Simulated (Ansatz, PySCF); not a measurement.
The pair A = CH3Cl (SMILES CCl) (first 5 atoms), B = H2 (SMILES [H][H]); geometry from B3LYP-D3(BJ)/def2-TZVP.
(charge 0, multiplicity 1):
```xyz
7

C     -0.2693     1.0804    -0.4277
Cl    -0.1522    -0.7034    -0.2695
H     -1.1997     1.3174    -0.9347
H     -0.2559     1.5117     0.5687
H      0.5809     1.4279    -1.0066
H     -0.0957     0.4065     3.2490
H     -0.0886    -0.0494     2.6598
```

Cores are frozen in the correlated methods. CBS(a, b) extrapolates the correlation energy as X⁻³ and adds the Hartree–Fock energy of set b.

The values were computed with Ansatz (a first-principles code) with Gaussian orbitals; PySCF for the dispersion terms. Each number belongs to the level named beside it.

The monomers are drawn apart, rigid, along the line of their centres of mass. Counterpoise-corrected interaction energies (kcal/mol):

```
level                                          R = 4.492 Å  R = 5.693 Å
---------------------------------------------  -----------  -----------
PBE/def2-TZVPPD                                    -0.1896      -0.0410
PBE-D3(BJ)/def2-TZVPPD                             -0.3092      -0.0719
wB97M-V/def2-TZVPPD                                -0.2188      -0.0624
CCSD(T)/CBS(aug-cc-pV(D+d)Z, aug-cc-pV(T+d)Z)      -0.2285      -0.0635
```

### Question
R is the distance of the centres of mass. Find the local exponent m of E ∝ R⁻ᵐ between the two points.

### Answer

m = ln(E₁/E₂)/ln(R₂/R₁): PBE/def2-TZVPPD 6.5; PBE-D3(BJ)/def2-TZVPPD 6.2; wB97M-V/def2-TZVPPD 5.3; CCSD(T)/CBS(aug-cc-pV(D+d)Z, aug-cc-pV(T+d)Z) 5.4. For scale, two fixed dipoles give m = 3, dipole and quadrupole 4, quadrupoles 5, and dispersion or dipole-induced dipole 6 at long range; at these distances several terms mix, and what is left of overlap and damping shifts m, so it need not match one of them.
